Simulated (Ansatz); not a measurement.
C$_{12}$H$_{16}$HfO$_{2}$, SMILES `C[C@@]12[C@H]3[C@H]4[C@H]5[C@@H]1[Hf]45321678([OH])([OH])[C@@H]2[C@H]1[C@H]6[C@@]7(C)[C@@H]28`, relaxed with RKS PBE0-D4/def2-TZVP in the Gaussian-basis code of Ansatz from a GFN2-xTB geometry. The force threshold is 0.005 eV/Å; the program also tests the step.

The species carries charge 0 and has multiplicity 1. Hf takes the def2 core potential.

Start:

```xyz
31

C     0.065    1.580   -3.141
C     0.552    1.695   -1.723
C    -0.136    2.332   -0.658
C     0.696    2.296    0.485
C     1.886    1.622    0.139
C     1.799    1.257   -1.223
Hf   -0.024   -0.025   -0.038
O     0.713   -1.388   -1.122
O    -1.674   -0.124   -0.956
C     0.575   -0.190    2.366
C    -0.778    0.209    2.363
C    -1.541   -0.843    1.809
C    -0.663   -1.892    1.457
C    -1.048   -3.236    0.902
C     0.652   -1.482    1.794
H     0.754    0.983   -3.737
H    -0.008    2.568   -3.598
H    -0.924    1.121   -3.171
H    -1.065    2.877   -0.754
H     0.522    2.836    1.406
H     2.774    1.548    0.751
H     2.597    0.827   -1.812
H     0.551   -1.196   -2.053
H    -1.956   -1.042   -1.035
H     1.383    0.324    2.869
H    -1.182    1.085    2.851
H    -2.620   -0.887    1.773
H    -0.863   -4.018    1.640
H    -0.459   -3.466    0.013
H    -2.107   -3.258    0.645
H     1.530   -2.112    1.758
```

**Question.** By how much does the energy fall, and how many steps does the optimiser take? (Best estimate.)

**Answer.** Ansatz gave: 83.89 kJ/mol, in 19 steps.

**Question.** Which bonds change most? (Estimate.)

**Answer.** The calculation gave: Hf7–C15 from 2.437 to 2.545 Å; C3–Hf7 from 2.439 to 2.545 Å; Hf7–O9 from 1.891 to 1.996 Å; Hf7–O8 from 1.891 to 1.996 Å.

**Question.** Give the relaxed structure. (An estimate is asked.)

**Answer.** Computed: 
```xyz
31

C    -0.057    1.752   -3.131
C     0.543    1.801   -1.768
C    -0.014    2.444   -0.635
C     0.863    2.284    0.453
C     1.964    1.514    0.014
C     1.765    1.232   -1.356
Hf   -0.020   -0.031   -0.043
O     0.834   -1.584   -0.959
O    -1.737    0.109   -1.052
C     0.426   -0.153    2.441
C    -0.939    0.179    2.289
C    -1.592   -0.950    1.745
C    -0.644   -1.971    1.537
C    -0.895   -3.332    0.984
C     0.609   -1.464    1.964
H     0.478    1.049   -3.772
H    -0.016    2.734   -3.609
H    -1.102    1.439   -3.077
H    -0.970    2.947   -0.613
H     0.715    2.672    1.450
H     2.812    1.210    0.609
H     2.435    0.661   -1.983
H     1.167   -1.537   -1.854
H    -2.436   -0.539   -0.974
H     1.197    0.489    2.842
H    -1.405    1.116    2.557
H    -2.645   -1.013    1.512
H    -0.798   -4.092    1.765
H    -0.181   -3.560    0.191
H    -1.903   -3.409    0.571
H     1.548   -1.994    1.902
```
